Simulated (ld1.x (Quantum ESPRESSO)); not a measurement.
**B: excitation energies, all-electron against RRKJ**

boron (B), norm-conserving RRKJ (Kleinman–Bylander form), made with ld1.x (Quantum ESPRESSO) 7.5 (PBE, scalar-relativistic). Core [He], reference 2s1.5 2p0 (charge +1.5). Waves: 2p (bound, empty): rc 2.25 bohr; 3d channel at 0.4 Ry: rc 1.90 bohr; 2s (bound): rc 1.40 bohr. Local part: the s channel. Core correction: none.

Energies are relative to the spin-unpolarised reference configuration 2s1.5 2p0; without spin polarisation the order of configurations can differ from experiment.

Question: Give the all-electron excitation energy and the error of the potential for: 2s2 2p1; 2s2 2p0; 2s1 2p0; 2s1 2p2; 2s0 2p3; 2s2 2p1.3; 2s2 2p0.5.

Answer:

```csv
valence configuration,charge,ΔE all-electron (eV),error AE − PS (meV)
2s2 2p1,0,-19.432,+91
2s2 2p0,+1,-11.213,+5.2
2s1 2p0,+2,14.210,+10.0
2s1 2p2,0,-13.581,+166
2s0 2p3,0,-7.711,+239
2s2 2p1.3,-0.3,-20.171,+104
2s2 2p0.5,+0.5,-16.545,+51
```

Levels in the configuration 2s1 2p2:

| level | all-electron (eV) | pseudo (eV) |
| --- | --- | --- |
| 2s | -9.921 | -9.886 |
| 2p | -4.058 | -4.100 |
